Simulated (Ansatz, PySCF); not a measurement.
C6H10, SMILES CC=C=CCC. Atoms are numbered in the order given.

```xyz
16

C      2.5408    -0.7414     1.1001
C      1.8472     0.4675     0.5454
C      0.5550     0.5776     0.3513
C     -0.7360     0.6824     0.1489
C     -1.4518     0.2942    -1.1165
C     -2.4804    -0.8087    -0.8942
H      1.8264    -1.5444     1.3280
H      3.0871    -0.4917     2.0246
H      3.2839    -1.1316     0.3851
H      2.4791     1.3286     0.2856
H     -1.3596     1.0688     0.9684
H     -1.9575     1.1872    -1.5257
H     -0.7126    -0.0185    -1.8705
H     -1.9990    -1.7291    -0.5295
H     -3.0148    -1.0495    -1.8259
H     -3.2319    -0.5098    -0.1460
```
Charge 0, spin multiplicity 1.

The structure is a stationary point at PBE0-D3(BJ)/def2-SVP. The structure was generated by enumeration; whether it is a known compound was not checked. Other conformers were not sampled.

Two levels are set side by side: PBE-D3(BJ)/def2-SVP (Ansatz, a quantum-chemistry and plane-wave program) and PBE0-D3(BJ)/def2-SVP (Ansatz). Each level has its own optimised geometry; the coordinates shown are those of the second. Frequencies come from the Hessian of PySCF at each geometry. Differences are taken from unrounded values.

| quantity | PBE0-D3(BJ) |
|---|---|
| mean bond length (Å) | 1.211 |
| bond C1–C2 (Å) | 1.500 |
| bond C2–C3 (Å) | 1.311 |
| bond C3–C4 (Å) | 1.311 |
| bond C4–C5 (Å) | 1.505 |
| bond C5–C6 (Å) | 1.524 |
| bond C1–H7 (Å) | 1.099 |
| bond C1–H8 (Å) | 1.103 |
| bond C1–H9 (Å) | 1.102 |
| bond C2–H10 (Å) | 1.099 |
| bond C4–H11 (Å) | 1.100 |
| bond C5–H12 (Å) | 1.105 |
| bond C5–H13 (Å) | 1.101 |
| bond C6–H14 (Å) | 1.101 |
| bond C6–H15 (Å) | 1.101 |
| bond C6–H16 (Å) | 1.102 |
| highest harmonic wavenumber (cm⁻¹) | 3171 |
| mean harmonic wavenumber (cm⁻¹) | 1477 |
| zero-point energy (kcal/mol) | 88.69 |

Q: What does PBE-D3(BJ) give, and how far is it from PBE0-D3(BJ)? (Estimate from the structure and the level; the computed values follow.)

A: 
```tsv
quantity	PBE-D3(BJ)	PBE-D3(BJ) minus PBE0-D3(BJ)
mean bond length (Å)	1.220	0.009
bond C1–C2 (Å)	1.508	0.008
bond C2–C3 (Å)	1.321	0.009
bond C3–C4 (Å)	1.320	0.009
bond C4–C5 (Å)	1.513	0.008
bond C5–C6 (Å)	1.534	0.010
bond C1–H7 (Å)	1.107	0.008
bond C1–H8 (Å)	1.111	0.009
bond C1–H9 (Å)	1.111	0.009
bond C2–H10 (Å)	1.108	0.009
bond C4–H11 (Å)	1.109	0.009
bond C5–H12 (Å)	1.113	0.009
bond C5–H13 (Å)	1.109	0.008
bond C6–H14 (Å)	1.109	0.008
bond C6–H15 (Å)	1.109	0.008
bond C6–H16 (Å)	1.110	0.008
highest harmonic wavenumber (cm⁻¹)	3079	-92
mean harmonic wavenumber (cm⁻¹)	1429	-48
zero-point energy (kcal/mol)	85.78	-2.91
```

Exact exchange shortens and stiffens bonds; PBE has none. Differences between two approximate levels are no errors against the true value.
